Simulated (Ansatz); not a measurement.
A trace of molecular dynamics of BClH$_{4}$O$_{2}$ (8 atoms, charge 0, multiplicity 1).

Computed with RKS PBE0-D4/6-31G* in Ansatz.

* ensemble: NVE (velocity Verlet)
* starting velocities drawn for: 100 K
* seed: 11863

```json
{"time (fs)": "0.0", "T (K)": "100", "potential energy less start (eV)": "0.000", "conserved less start (meV/atom)": "0.00"}
{"time (fs)": "4.0", "T (K)": "50", "potential energy less start (eV)": "0.039", "conserved less start (meV/atom)": "0.03"}
{"time (fs)": "8.0", "T (K)": "37", "potential energy less start (eV)": "0.049", "conserved less start (meV/atom)": "0.02"}
{"time (fs)": "12.0", "T (K)": "62", "potential energy less start (eV)": "0.030", "conserved less start (meV/atom)": "0.02"}
{"time (fs)": "16.0", "T (K)": "76", "potential energy less start (eV)": "0.019", "conserved less start (meV/atom)": "0.02"}
{"time (fs)": "20.0", "T (K)": "113", "potential energy less start (eV)": "-0.010", "conserved less start (meV/atom)": "0.02"}
{"time (fs)": "24.0", "T (K)": "269", "potential energy less start (eV)": "-0.131", "conserved less start (meV/atom)": "0.03"}
{"time (fs)": "28.0", "T (K)": "585", "potential energy less start (eV)": "-0.376", "conserved less start (meV/atom)": "0.02"}
{"time (fs)": "32.0", "T (K)": "1039", "potential energy less start (eV)": "-0.728", "conserved less start (meV/atom)": "0.02"}
{"time (fs)": "36.0", "T (K)": "1548", "potential energy less start (eV)": "-1.123", "conserved less start (meV/atom)": "-0.02"}
{"time (fs)": "40.0", "T (K)": "1969", "potential energy less start (eV)": "-1.450", "conserved less start (meV/atom)": "-0.05"}
{"time (fs)": "44.0", "T (K)": "2101", "potential energy less start (eV)": "-1.553", "conserved less start (meV/atom)": "-0.08"}
{"time (fs)": "48.0", "T (K)": "2028", "potential energy less start (eV)": "-1.495", "conserved less start (meV/atom)": "-0.05"}
{"time (fs)": "52.0", "T (K)": "1993", "potential energy less start (eV)": "-1.469", "conserved less start (meV/atom)": "-0.08"}
{"time (fs)": "56.0", "T (K)": "1848", "potential energy less start (eV)": "-1.356", "conserved less start (meV/atom)": "-0.04"}
{"time (fs)": "60.0", "T (K)": "1870", "potential energy less start (eV)": "-1.373", "conserved less start (meV/atom)": "-0.01"}
{"time (fs)": "64.0", "T (K)": "2011", "potential energy less start (eV)": "-1.483", "conserved less start (meV/atom)": "-0.06"}
{"time (fs)": "68.0", "T (K)": "1835", "potential energy less start (eV)": "-1.346", "conserved less start (meV/atom)": "0.01"}
{"time (fs)": "72.0", "T (K)": "1646", "potential energy less start (eV)": "-1.198", "conserved less start (meV/atom)": "0.04"}
{"time (fs)": "76.0", "T (K)": "1566", "potential energy less start (eV)": "-1.137", "conserved less start (meV/atom)": "0.02"}
{"time (fs)": "80.0", "T (K)": "1471", "potential energy less start (eV)": "-1.063", "conserved less start (meV/atom)": "0.04"}
{"time (fs)": "84.0", "T (K)": "1367", "potential energy less start (eV)": "-0.982", "conserved less start (meV/atom)": "0.04"}
{"time (fs)": "88.0", "T (K)": "1427", "potential energy less start (eV)": "-1.029", "conserved less start (meV/atom)": "0.03"}
{"time (fs)": "92.0", "T (K)": "1679", "potential energy less start (eV)": "-1.225", "conserved less start (meV/atom)": "-0.01"}
{"time (fs)": "96.0", "T (K)": "1857", "potential energy less start (eV)": "-1.364", "conserved less start (meV/atom)": "-0.08"}
{"time (fs)": "100.0", "T (K)": "1668", "potential energy less start (eV)": "-1.217", "conserved less start (meV/atom)": "-0.03"}
```

Problem. Is this trajectory sound?

Solution. The conserved energy stayed within 0.093 meV per atom of its start (net change -0.029 meV per atom), so the integration is sound. The system heated up, since it started high on the potential surface and ran downhill. A run of 0.1 ps of so small a system gives no equilibrium averages. The orbitals stay closed-shell, which can raise the energy where a bond breaks towards radicals; this wasn't checked here. The time step was 0.5 fs.

Run time: 13 min on 1 thread of Intel(R) Xeon(R) Processor @ 2.70GHz (shared host), peak memory 0.14 GiB.
